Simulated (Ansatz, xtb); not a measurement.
**Isomers of C3H4BF3O in order of energy**

3 gas-phase structures of C3H4BF3O, from a drawn sample of its isomers (lower ones may exist). Each was relaxed with GFN2-xTB; where two conformers were screened, the lower at r2SCAN-D4/def2-SVP is listed:

A. `C[C@@]1(F)O[C@@H]1B(F)F`, a singlet
B. `CO/C(F)=C\B(F)F`, a singlet
C. `C=C(F)OCB(F)F`, a singlet

Question: Estimate their order in r2SCAN-D4/def2-SVP energy at these geometries, lowest first.

Answer: Calculated order at r2SCAN-D4/def2-SVP: B (0.000), A (0.354), C (0.519) eV.

Energies above the lowest of each column, in eV; the last columns are at B3LYP-D3(BJ)/def2-SVP geometries:

| structure | GFN2-xTB | HF/STO-3G | r2SCAN-D4/def2-SVP | B3LYP-D3(BJ)/def2-SVP | CCSD(T)/def2-SVP + ΔMP2/def2-TZVPP |
| --- | --- | --- | --- | --- | --- |
| B | 0.000 | 0.099 | 0.000 | 0.000 | 0.000 |
| A | 0.126 | 0.000 | 0.354 | 0.412 | 0.234 |
| C | 0.528 | 0.464 | 0.519 | 0.445 | 0.364 |

CCSD(T)/def2-SVP + ΔMP2/def2-TZVPP puts B lowest; HF/STO-3G picks A. Flexible structures stand in one conformer each, not always the lowest. ΔMP2 is the change of the MP2 energy from the smaller to the larger basis.

Programs: Ansatz 0.2.0, xtb 6.7.1.
